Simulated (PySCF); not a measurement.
CH3FMoS2, multiplicity 1. Atoms are numbered in the order given.

```xyz
8

Mo     0.0923    -0.1963     0.0000
S     -0.0354     1.0095    -1.7081
S     -0.0354     1.0095     1.7081
F      1.5037    -1.3748     0.0000
C     -1.7081    -1.2323     0.0000
H     -2.5867    -0.5719     0.0000
H     -1.7201    -1.8602     0.9071
H     -1.7201    -1.8602    -0.9071
```
Charge 0, spin multiplicity 1.

Geometry: PBE0-D3(BJ)/def2-SVP. The multiplicity is an assumed one; no other spin state was optimised. The structure was generated by enumeration; whether it is a known compound was not checked. The def2 effective core potentials stand for the cores of Mo; spin–orbit coupling is left out.

Method: PySCF with r2SCAN/def2-TZVP.

ESP charges are fitted to the potential on shells at 1.4 to 2.0 van der Waals radii. Atomic charges (e):

```
atom  Mulliken  Löwdin     ESP fit
----  --------  ------  ----------
Mo1       1.25   -0.08  (withheld)
S2       -0.37    0.17  (withheld)
S3       -0.37    0.17  (withheld)
F4       -0.43   -0.21  (withheld)
C5       -0.53   -0.46       -0.61
H6        0.16    0.14        0.17
H7        0.15    0.13        0.21
H8        0.15    0.13        0.21
```

Problem. Fill in the missing entries. (The exact figures need the calculation; the answer reports its results.)

Solution. 
- Mo1, ESP fit: 0.55
- S2, ESP fit: -0.16
- S3, ESP fit: -0.16
- F4, ESP fit: -0.19
